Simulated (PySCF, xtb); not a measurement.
C₃H₇FSi₂, SMILES C[SiH2]C#C[SiH2]F.

GFN2-xTB (xtb) at its own geometry gives an orbital gap of 4.55 eV and a dipole moment of 1.82 D.

Geometry: B3LYP-D3(BJ)/def2-SVP. The structure was generated by enumeration, and PubChem lists no compound with its InChIKey, so it may never have been made.

What does PBE/def2-TZVP in PySCF give? (Estimate from the structure and the level; the computed values follow.)

gap 4.94 eV (levels -7.05 and -2.11 eV), dipole 1.55 D.
